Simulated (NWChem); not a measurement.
System: CH3GeNO2; SMILES N#C[O][GeH2][OH]

NWChem input:

```
start job
memory heap 200 mb stack 900 mb global 1100 mb
geometry units angstroms noautosym nocenter noautoz
  N      0.752444     2.603939     0.421056
  C      0.081602     1.765746    -0.028631
  O     -0.650382     0.845916    -0.525195
  Ge    -0.400425    -0.906486     0.005307
  O      1.282966    -1.297828    -0.289046
  H     -1.249840    -1.691387    -0.980666
  H     -0.771503    -0.918395     1.492008
  H      1.910816    -0.847858     0.289226
end
basis spherical
  * library def2-svpd
end
dft
  xc xpbe96 cpbe96
  iterations 150
end
property
  response 1 0.0
end
task dft property
```

Parts of the log:

```
             Northwest Computational Chemistry Package (NWChem) 7.3.0
             --------------------------------------------------------

                             Geometry "geometry" -> ""
                             -------------------------

 Output coordinates in angstroms (scale by  1.889725989 to convert to a.u.)

  No.       Tag          Charge          X              Y              Z
 ---- ---------------- ---------- -------------- -------------- --------------
    1 N                    7.0000     0.75244400     2.60393900     0.42105600
    2 C                    6.0000     0.08160200     1.76574600    -0.02863100
    3 O                    8.0000    -0.65038200     0.84591600    -0.52519500
    4 Ge                  32.0000    -0.40042500    -0.90648600     0.00530700
    5 O                    8.0000     1.28296600    -1.29782800    -0.28904600
    6 H                    1.0000    -1.24984000    -1.69138700    -0.98066600
    7 H                    1.0000    -0.77150300    -0.91839500     1.49200800
    8 H                    1.0000     1.91081600    -0.84785800     0.28922600

 Effective nuclear repulsion energy (a.u.)     345.3491777808

  pbe96 is a nonlocal functional; adding pw91lda local functional.
                              NWChem Property Module
                              ----------------------

                                 NWChem DFT Module
                                 -----------------

 Summary of "ao basis" -> "ao basis" (spherical)
 ------------------------------------------------------------------------------
       Tag                 Description            Shells   Functions and Types
 ---------------- ------------------------------  ------  ---------------------
 N                         def2-svpd                 8       20   4s2p2d
 C                         def2-svpd                 8       20   4s2p2d
 O                         def2-svpd                 9       23   4s3p2d
 Ge                        def2-svpd                14       38   6s4p4d
 H                         def2-svpd                 4        8   2s2p

            General Information
            -------------------
          SCF calculation type: DFT
          Wavefunction type:  closed shell.
          No. of atoms     :     8
          No. of electrons :    64
           Alpha electrons :    32
            Beta electrons :    32
          Charge           :     0
          Spin multiplicity:     1
          Use of symmetry is: off; symmetry adaption is: off
          Maximum number of iterations: 150
          AO basis - number of functions:   148
                     number of shells:    60
          Convergence on energy requested:  1.00D-06
          Convergence on density requested:  1.00D-05
          Convergence on gradient requested:  5.00D-04

              XC Information
              --------------
          PerdewBurkeErnzerhof Exchange Functional  1.000
            Perdew 1991 LDA Correlation Functional  1.000 local
           PerdewBurkeErnz. Correlation Functional  1.000 non-local

             Grid Information
             ----------------
          Grid used for XC integration:  medium
          Radial quadrature: Mura-Knowles
          Angular quadrature: Lebedev.
          Tag              B.-S. Rad. Rad. Pts. Rad. Cut. Ang. Pts.
          ---              ---------- --------- --------- ---------
          N                   0.65       49          12.0       434
          C                   0.70       49          11.0       434
          O                   0.60       49          11.0       434
          Ge                  1.25      112          11.0       590
          H                   0.35       45          13.0       434
          Grid pruning is: on
          Number of quadrature shells:   443
          Spatial weights used:  Erf1

      Superposition of Atomic Density Guess
      -------------------------------------

 Sum of atomic energies:       -2317.79963528

      Non-variational initial energy
      ------------------------------

 Total energy =   -2319.553456
 1-e energy   =   -3914.081762
 2-e energy   =    1249.179128
 HOMO         =      -0.380091
 LUMO         =       0.018472

   convergence    iter        energy       DeltaE   RMS-Dens  Diis-err
 ---------------- ----- ----------------- --------- --------- ---------
 d= 0,ls=0.0,diis     1  -2320.9220743861 -2.67D+03  2.56D-02  1.54D+00
 d= 0,ls=0.0,diis     2  -2319.8631886293  1.06D+00  1.78D-02  1.07D+01
 d= 0,ls=0.0,diis     3  -2321.0672974096 -1.20D+00  4.23D-03  4.50D-01
 d= 0,ls=0.0,diis     4  -2321.0957706431 -2.85D-02  1.77D-03  1.81D-01
 d= 0,ls=0.0,diis     5  -2321.1119099290 -1.61D-02  6.60D-04  1.08D-02
  Resetting Diis
 d= 0,ls=0.0,diis     6  -2321.1125278304 -6.18D-04  3.26D-04  4.25D-03
 d= 0,ls=0.0,diis     7  -2321.1129509355 -4.23D-04  1.50D-04  8.20D-05
 d= 0,ls=0.0,diis     8  -2321.1129131870  3.77D-05  1.08D-04  4.43D-04
 d= 0,ls=0.0,diis     9  -2321.1129569694 -4.38D-05  2.49D-05  2.47D-05
 d= 0,ls=0.0,diis    10  -2321.1129592311 -2.26D-06  9.17D-06  4.36D-06
 d= 0,ls=0.0,diis    11  -2321.1129596601 -4.29D-07  1.24D-06  4.23D-08

[...]

 DFT Linear Response polarizability / au
 Frequency  =       0.0000000 / au
              X              Y              Z
 -----------------------------------------------
 X      52.0450188      7.4496323      2.1100460
 Y       7.4496093     65.0765182      4.7923196
 Z       2.1100220      4.7923243     47.2701122
 -----------------------------------------------
 Eigenvalues =      48.6649633     69.6811352     46.0455508
 Isotropic   =      54.7972164
 Anisotropic =      22.4408295
 -----------------------------------------------

 Magnetic Dipole Response Matrix (nonzero elements):

 Exiting AOResponse driver routine
```

Level: PBE/def2-SVPD. Structure relaxed at the PBE0/def2-SVP level.
